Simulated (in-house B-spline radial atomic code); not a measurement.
Whole-atom quantities along the 6-electron series, configuration [He] 2s2 2p2. Computed with an all-electron radial atomic-structure program (B-spline basis): non-relativistic Hartree-Fock, average of the configuration, point nuclei.

```
  ion   Z  E/Z² (Eh)  Σ<r²> (bohr²)  n(0)/Z³ (bohr⁻³)  Lamb diamagnetic shielding (ppm)  repulsion over attraction
    C   6    -1.0461          14.05           0.59025                            260.53                    0.14472
   N+   7    -1.0989         7.8326           0.60447                            314.11                    0.13059
  O2+   8    -1.1414         5.0761             0.616                            367.53                      0.118
  F3+   9     -1.176         3.5773           0.62545                            420.88                    0.10725
 Ne4+  10    -1.2047         2.6641           0.63331                             474.2                   0.098105
 Mg6+  12    -1.2493         1.6476           0.64561                            580.78                   0.083596
 Al7+  13     -1.267         1.3464           0.65051                            634.06                   0.077782
 Si8+  14    -1.2824         1.1213           0.65477                            687.33                   0.072703
  P9+  15    -1.2959        0.94849           0.65852                             740.6                   0.068232
 S10+  16    -1.3078        0.81296           0.66184                            793.86                    0.06427
Cl11+  17    -1.3184        0.70463            0.6648                            847.12                   0.060736
Ar12+  18    -1.3279        0.61667           0.66746                            900.38                   0.057565
 K13+  19    -1.3365        0.54425           0.66986                            953.64                   0.054705
Ca14+  20    -1.3442        0.48391           0.67203                           1006.89                   0.052113
```

Q: With what power of Z does the column «Σ<r²> (bohr²)» change over this range?

A: A fit of the logarithm of its size against log Z from Z = 6 to 20 has slope -2.71. Unscreened non-relativistic hydrogenic orbitals would give -2.
